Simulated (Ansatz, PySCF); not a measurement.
Dissociation curve of HI, singlet.

Levels: RKS-PBE = restricted PBE/def2-TZVP, def2 effective core potentials past Kr run with Ansatz (a quantum-chemistry and plane-wave program); UKS-PBE = unrestricted PBE/def2-TZVP, def2 effective core potentials past Kr (Ansatz); UKS-r2SCAN = PySCF with unrestricted r2SCAN/def2-TZVP, def2 effective core potentials past Kr; UCCSD(T) = CCSD(T) on UHF/def2-TZVP, 4 core orbitals frozen, def2 effective core potentials past Kr (PySCF).

Energies relative to the lowest point of each curve near equilibrium, in kcal/mol; the last columns give the difference from UCCSD(T):

```json
[
 {"R / Å": "1.28", "RKS-PBE": "45.4", "UKS-PBE": "45.4", "UKS-r2SCAN": "43.7", "UCCSD(T)": "43.5", "RKS-PBE − UCCSD(T)": "1.9", "UKS-PBE − UCCSD(T)": "1.9", "UKS-r2SCAN − UCCSD(T)": "0.2"},
 {"R / Å": "1.36", "RKS-PBE": "23.2", "UKS-PBE": "23.2", "UKS-r2SCAN": "21.8", "UCCSD(T)": "21.5", "RKS-PBE − UCCSD(T)": "1.7", "UKS-PBE − UCCSD(T)": "1.7", "UKS-r2SCAN − UCCSD(T)": "0.3"},
 {"R / Å": "1.47", "RKS-PBE": "6.5", "UKS-PBE": "6.5", "UKS-r2SCAN": "5.7", "UCCSD(T)": "5.5", "RKS-PBE − UCCSD(T)": "1.0", "UKS-PBE − UCCSD(T)": "1.0", "UKS-r2SCAN − UCCSD(T)": "0.2"},
 {"R / Å": "1.50", "RKS-PBE": "4.0", "UKS-PBE": "4.0", "UKS-r2SCAN": "3.4", "UCCSD(T)": "3.2", "RKS-PBE − UCCSD(T)": "0.8", "UKS-PBE − UCCSD(T)": "0.8", "UKS-r2SCAN − UCCSD(T)": "0.2"},
 {"R / Å": "1.57", "RKS-PBE": "0.6", "UKS-PBE": "0.6", "UKS-r2SCAN": "0.4", "UCCSD(T)": "0.3", "RKS-PBE − UCCSD(T)": "0.3", "UKS-PBE − UCCSD(T)": "0.3", "UKS-r2SCAN − UCCSD(T)": "0.1"},
 {"R / Å": "1.61", "RKS-PBE": "0.0", "UKS-PBE": "0.0", "UKS-r2SCAN": "0.0", "UCCSD(T)": "0.0", "RKS-PBE − UCCSD(T)": "0.0", "UKS-PBE − UCCSD(T)": "0.0", "UKS-r2SCAN − UCCSD(T)": "0.0"},
 {"R / Å": "1.66", "RKS-PBE": "0.2", "UKS-PBE": "0.2", "UKS-r2SCAN": "0.5", "UCCSD(T)": "0.6", "RKS-PBE − UCCSD(T)": "-0.4", "UKS-PBE − UCCSD(T)": "-0.4", "UKS-r2SCAN − UCCSD(T)": "-0.1"},
 {"R / Å": "1.71", "RKS-PBE": "1.4", "UKS-PBE": "1.4", "UKS-r2SCAN": "1.9", "UCCSD(T)": "2.1", "RKS-PBE − UCCSD(T)": "-0.7", "UKS-PBE − UCCSD(T)": "-0.7", "UKS-r2SCAN − UCCSD(T)": "-0.1"},
 {"R / Å": "1.75", "RKS-PBE": "2.8", "UKS-PBE": "2.8", "UKS-r2SCAN": "3.6", "UCCSD(T)": "3.8", "RKS-PBE − UCCSD(T)": "-1.0", "UKS-PBE − UCCSD(T)": "-1.0", "UKS-r2SCAN − UCCSD(T)": "-0.2"},
 {"R / Å": "1.88", "RKS-PBE": "9.7", "UKS-PBE": "9.7", "UKS-r2SCAN": "11.3", "UCCSD(T)": "11.4", "RKS-PBE − UCCSD(T)": "-1.7", "UKS-PBE − UCCSD(T)": "-1.7", "UKS-r2SCAN − UCCSD(T)": "-0.1"},
 {"R / Å": "1.98", "RKS-PBE": "16.5", "UKS-PBE": "16.5", "UKS-r2SCAN": "18.5", "UCCSD(T)": "18.4", "RKS-PBE − UCCSD(T)": "-1.9", "UKS-PBE − UCCSD(T)": "-1.9", "UKS-r2SCAN − UCCSD(T)": "0.2"},
 {"R / Å": "2.19", "RKS-PBE": "31.9", "UKS-PBE": "31.9", "UKS-r2SCAN": "35.1", "UCCSD(T)": "34.4", "RKS-PBE − UCCSD(T)": "-2.4", "UKS-PBE − UCCSD(T)": "-2.4", "UKS-r2SCAN − UCCSD(T)": "0.7"},
 {"R / Å": "2.42", "RKS-PBE": "48.3", "UKS-PBE": "48.3", "UKS-r2SCAN": "51.7", "UCCSD(T)": "50.3", "RKS-PBE − UCCSD(T)": "-2.0", "UKS-PBE − UCCSD(T)": "-2.0", "UKS-r2SCAN − UCCSD(T)": "1.4"},
 {"R / Å": "2.68", "RKS-PBE": "64.2", "UKS-PBE": "63.2", "UKS-r2SCAN": "63.3", "UCCSD(T)": "64.2", "RKS-PBE − UCCSD(T)": "0.0", "UKS-PBE − UCCSD(T)": "-1.0", "UKS-r2SCAN − UCCSD(T)": "-0.9"},
 {"R / Å": "2.91", "RKS-PBE": "75.7", "UKS-PBE": "70.2", "UKS-r2SCAN": "69.5", "UCCSD(T)": "70.9", "RKS-PBE − UCCSD(T)": "4.8", "UKS-PBE − UCCSD(T)": "-0.7", "UKS-r2SCAN − UCCSD(T)": "-1.4"},
 {"R / Å": "3.23", "RKS-PBE": "87.8", "UKS-PBE": "74.8", "UKS-r2SCAN": "74.3", "UCCSD(T)": "74.3", "RKS-PBE − UCCSD(T)": "13.4", "UKS-PBE − UCCSD(T)": "0.5", "UKS-r2SCAN − UCCSD(T)": "0.0"},
 {"R / Å": "3.51", "RKS-PBE": "95.3", "UKS-PBE": "76.8", "UKS-r2SCAN": "76.3", "UCCSD(T)": "75.3", "RKS-PBE − UCCSD(T)": "20.0", "UKS-PBE − UCCSD(T)": "1.5", "UKS-r2SCAN − UCCSD(T)": "1.1"},
 {"R / Å": "3.97", "RKS-PBE": "103.3", "UKS-PBE": "78.2", "UKS-r2SCAN": "77.8", "UCCSD(T)": "75.7", "RKS-PBE − UCCSD(T)": "27.6", "UKS-PBE − UCCSD(T)": "2.4", "UKS-r2SCAN − UCCSD(T)": "2.1"},
 {"R / Å": "4.33", "RKS-PBE": "107.0", "UKS-PBE": "78.6", "UKS-r2SCAN": "78.2", "UCCSD(T)": "75.8", "RKS-PBE − UCCSD(T)": "31.2", "UKS-PBE − UCCSD(T)": "2.8", "UKS-r2SCAN − UCCSD(T)": "2.4"},
 {"R / Å": "4.81", "RKS-PBE": "109.8", "UKS-PBE": "78.8", "UKS-r2SCAN": "78.4", "UCCSD(T)": "75.9", "RKS-PBE − UCCSD(T)": "34.0", "UKS-PBE − UCCSD(T)": "2.9", "UKS-r2SCAN − UCCSD(T)": "2.6"},
 {"R / Å": "5.70", "RKS-PBE": "112.0", "UKS-PBE": "78.9", "UKS-r2SCAN": "78.5", "UCCSD(T)": "75.9", "RKS-PBE − UCCSD(T)": "36.1", "UKS-PBE − UCCSD(T)": "3.0", "UKS-r2SCAN − UCCSD(T)": "2.6"},
 {"R / Å": "6.44", "RKS-PBE": "112.6", "UKS-PBE": "78.9", "UKS-r2SCAN": "78.5", "UCCSD(T)": "75.9", "RKS-PBE − UCCSD(T)": "36.7", "UKS-PBE − UCCSD(T)": "3.0", "UKS-r2SCAN − UCCSD(T)": "2.6"}
]
```

RKS-PBE is furthest from UCCSD(T) at 6.44 (36.7 kcal/mol, above); its mean absolute difference over the points is 10.0 kcal/mol.

UKS-PBE is furthest from UCCSD(T) at 6.44 (3.0 kcal/mol, above); its mean absolute difference over the points is 1.5 kcal/mol.

UKS-r2SCAN is furthest from UCCSD(T) at 6.44 (2.6 kcal/mol, above); its mean absolute difference over the points is 0.9 kcal/mol.

The restricted form behind RKS-PBE keeps the bonding electrons paired and can't separate into open-shell fragments. The unrestricted determinant behind UKS-PBE is spin-contaminated at 2.68 to 6.44 Å (<S²> up to 1.0, against 0.00 for a pure singlet). The unrestricted determinant behind UKS-r2SCAN is spin-contaminated at 2.42 to 6.44 Å (<S²> up to 1.0, against 0.00 for a pure singlet). The unrestricted determinant behind UCCSD(T) is spin-contaminated at 2.19 to 6.44 Å (<S²> up to 1.0, against 0.00 for a pure singlet).
